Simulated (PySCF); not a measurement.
# Identify the compound

An unknown has the formula C3H2N4. Its calculated NMR data are:

¹H NMR (400 MHz, computed): δ 10.77 (br s, 1H), 7.94 (s, 1H).

¹³C{¹H} NMR (computed): δ 132.2 (CH), 125.8 (C), 116.9 (C).

Theoretical values (PySCF): couplings computed with B3LYP/pcJ-1, σ from GIAO-PBE0/pcSseg-1, coordinates at the PBE0-D3(BJ)/def2-SVP level. No relativistic terms, one computed conformer, isolated molecule.

δ = σ(ref) − σ, references computed at the same level: TMS for ¹H (σ = 31.27 ppm) and ¹³C (σ = 184.41 ppm).

What is the structure?

Results:


- The formula gives 5 degrees of unsaturation (1 ring in the answer).
- 3 carbon signals for 3 carbons: no two carbons are equivalent.
- Carbon types of the structure: 2 × C, 1 × CH, leaving 1 H on heteroatoms.
- δC 132.2: aromatic CH next to a ring nitrogen.
- δC 125.8: substituted aromatic carbon next to a ring nitrogen.
- δC 116.9: nitrile carbon; C≡N carbons fall here, among the sp2 signals but without a proton.
- δH 10.77: hydrogen on a pyrrole-type ring nitrogen; exchangeable; this is the value without hydrogen bonding to other molecules.
- δH 7.94: hydrogen on an aromatic CH next to a ring nitrogen; ring-current deshielding.

The compound is `N#Cc1c[nH]nn1`.

This is the structure that produced the data.

OH/NH shifts are gas-phase values; hydrogen bonding in solution moves them, usually downfield. Shifts are as computed. Against solution values, carbons near 30 ppm lie about +2 ppm off and those near 130 ppm about +5 ppm. Of 1313 compounds with measured shifts, 239 miss one by over three times the rms of a fit or turn the order of signals round; such compounds aren't used in these exercises. Couplings to exchangeable protons are dropped.
